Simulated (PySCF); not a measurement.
Compound: C5H6FN.
Numbering: `[CH2:1]=[CH:2]/[CH:3]=[N:4]/[C:5](=[CH2:6])[F:7]` (hydrogens: H8, H9 on C1; H10 on C2; H11 on C3; H12, H13 on C6)

Computed geometry: GFN2-xTB, gas phase.

Give the optimised bond lengths and angles.

```json
{"bond": "C1=C2", "length (Å)": "1.332"}
{"bond": "C2–C3", "length (Å)": "1.439"}
{"bond": "C3=N4", "length (Å)": "1.278"}
{"bond": "N4–C5", "length (Å)": "1.350"}
{"bond": "C5=C6", "length (Å)": "1.331"}
{"bond": "C5–F7", "length (Å)": "1.373"}
{"bond": "C1–H8", "length (Å)": "1.078"}
{"bond": "C1–H9", "length (Å)": "1.076"}
{"bond": "C2–H10", "length (Å)": "1.080"}
{"bond": "C3–H11", "length (Å)": "1.095"}
{"bond": "C6–H12", "length (Å)": "1.072"}
{"bond": "C6–H13", "length (Å)": "1.074"}
```

A selection of angles:
```json
{"angle": "C2–C1–H8", "degrees": "121.4"}
{"angle": "C2–C1–H9", "degrees": "122.0"}
{"angle": "H8–C1–H9", "degrees": "116.6"}
{"angle": "C1–C2–C3", "degrees": "122.6"}
{"angle": "C1–C2–H10", "degrees": "121.6"}
{"angle": "C3–C2–H10", "degrees": "115.8"}
{"angle": "C2–C3–N4", "degrees": "120.1"}
{"angle": "C2–C3–H11", "degrees": "116.9"}
{"angle": "N4–C3–H11", "degrees": "123.0"}
{"angle": "C3–N4–C5", "degrees": "123.1"}
{"angle": "N4–C5–C6", "degrees": "123.5"}
{"angle": "N4–C5–F7", "degrees": "117.8"}
{"angle": "C6–C5–F7", "degrees": "118.6"}
{"angle": "C5–C6–H12", "degrees": "119.6"}
{"angle": "C5–C6–H13", "degrees": "121.2"}
{"angle": "H12–C6–H13", "degrees": "119.2"}
```

Torsions: C1–C2–C3–N4 180° (antiperiplanar); C2–C3–N4–C5 180° (antiperiplanar); C3–N4–C5–C6 180° (antiperiplanar).

Of the pairs four or more bonds apart, F7···H11 is among the closest relative to their van der Waals radii: 2.40 Å, 90 % of the sum of Bondi's values. The 2 C–N bonds span 1.278 Å (C3=N4, drawn double) to 1.350 Å (N4–C5, drawn single), a spread of 0.072 Å. The C–C distances run from 1.331 Å (C5=C6, drawn double) to 1.439 Å (C2–C3, drawn single), a spread of 0.108 Å. The 7 heavy atoms lie in one plane (0.001 Å rms).

Point group: Cs (every atom within 0.08 Å of its image). Whether it is a minimum is left open (no frequencies). One conformer, not necessarily the lowest.
